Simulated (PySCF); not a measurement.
CF₃O₂S, SMILES O=[S](=O)C(F)(F)F (connectivity only; charge and spin as stated), charge -1, multiplicity 1.

Geometry: PBE-D3(BJ)/def2-SVPD. The multiplicity is an assumed one; no other spin state was optimised. The isomer is the one that the SMILES or the coordinates give; other isomers of the formula were not compared.

The numbers are results of PySCF with PBE-D3(BJ)/def2-SVPD, not measurements.

Frequencies are harmonic and unscaled.

| mode | ν (cm⁻¹) | IR (km/mol) | moving atoms (share of kinetic energy) |
|---|---|---|---|
| 1 | 40 | 0.8 | O 56 %, F 41 % |
| 2 | 151 | 0.3 | O 50 %, F 48 % |
| 3 | 164 | 1.2 | F 58 %, O 36 % |
| 4 | 211 | 8.4 | F 59 %, S 21 %, O 15 % |
| 5 | 303 | 0.5 | F 49 %, O 34 %, S 13 % |
| 6 | 409 | 43.0 | O 47 %, S 38 %, F 14 % |
| 7 | 465 | 10.4 | F 51 %, O 31 %, S 17 % |
| 8 | 502 | 0.8 | F 92 % |
| 9 | 544 | 31.8 | F 46 %, S 28 %, O 22 % |
| 10 | 682 | 0.7 | F 87 %, C 12 % |
| 11 | 965 | 156.1 | O 68 %, S 26 % |
| 12 | 1010 | 35.4 | C 61 %, F 18 %, O 11 %, S 10 % |
| 13 | 1036 | 201.8 | C 73 %, F 24 % |
| 14 | 1068 | 495.5 | O 48 %, S 32 %, C 16 % |
| 15 | 1092 | 182.6 | C 73 %, F 23 % |
